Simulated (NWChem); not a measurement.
Species: BeSiH4Se; SMILES [SeH][Be][SiH3]

```xyz
7

Be    -0.0175    -0.5843     0.0057
Se    -0.0332     1.4578     0.0000
H      1.4416     1.4580    -0.0005
Si    -0.0146    -2.7651     0.0001
H     -1.1915    -3.3200    -0.7464
H     -0.0618    -3.3413     1.3836
H      1.2161    -3.3136    -0.6599
```
Atoms are numbered in this order, from 1.

Computed with NWChem. Pople sets run with spherical d functions. Coordinates come from a PBE0/def2-SVP optimisation. Level PBE/6-31G*: energy and gradient on several grids; changes count from the extra-fine grid, which is no exact limit either.

Task: Which is the coarsest grid (xcoarse; fine; xfine; medium; coarse) from which on the energy stays within 50 μHa and each gradient component within 100 μHa/bohr of xfine?

Result: fine.
```json
[
 {"grid": "xcoarse", "size of the energy change (μHa)": "2000", "largest change of a gradient component (μHa/bohr)": "2000"},
 {"grid": "coarse", "size of the energy change (μHa)": "200", "largest change of a gradient component (μHa/bohr)": "800"},
 {"grid": "medium", "size of the energy change (μHa)": "< 10", "largest change of a gradient component (μHa/bohr)": "500"},
 {"grid": "fine", "size of the energy change (μHa)": "< 10", "largest change of a gradient component (μHa/bohr)": "50"},
 {"grid": "xfine", "size of the energy change (μHa)": "< 10", "largest change of a gradient component (μHa/bohr)": "< 30"}
]
```
